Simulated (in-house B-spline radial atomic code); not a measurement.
A fraction x of an electron is removed from 3d in the rubidium ion Rb⁺, starting from [Ar] 3d10 4s2 4p6 and keeping the highest spin. All numbers are computed (non-relativistic BLYP, spin-polarised, spherical fractional occupations; point nucleus) with a B-spline radial code for spherical atoms, not measured.

```json
{"x": "0", "E(x) - E(0) (eV)": "0.0000", "3d down level (eV)": "-111.875"}
{"x": "0.08", "E(x) - E(0) (eV)": "9.0362", "3d down level (eV)": "-114.033"}
{"x": "0.19", "E(x) - E(0) (eV)": "21.7444", "3d down level (eV)": "-117.030"}
{"x": "0.32", "E(x) - E(0) (eV)": "37.1906", "3d down level (eV)": "-120.613"}
{"x": "0.4", "E(x) - E(0) (eV)": "46.9286", "3d down level (eV)": "-122.840"}
{"x": "0.5", "E(x) - E(0) (eV)": "?", "3d down level (eV)": "?"}
{"x": "0.58", "E(x) - E(0) (eV)": "69.4951", "3d down level (eV)": "-127.912"}
{"x": "0.64", "E(x) - E(0) (eV)": "?", "3d down level (eV)": "?"}
{"x": "0.85", "E(x) - E(0) (eV)": "105.0750", "3d down level (eV)": "-135.673"}
{"x": "0.89", "E(x) - E(0) (eV)": "110.5252", "3d down level (eV)": "-136.838"}
{"x": "1", "E(x) - E(0) (eV)": "125.7544", "3d down level (eV)": "-140.061"}
```

Task: What belongs in the row x = 0.5?

Result: An energy change of 59.3528 eV; 3d down at -125.648 eV.

Task: What belongs in the row x = 0.64?

Result: An energy change of 77.2210 eV; 3d down at -129.621 eV.

Task: Check Janak's theorem between x = 0.08 and 0.19.

Result: The slope of the energy is 115.53 eV; the orbital levels give 115.53 eV (-ε of the emptying orbital, averaged over the two points).
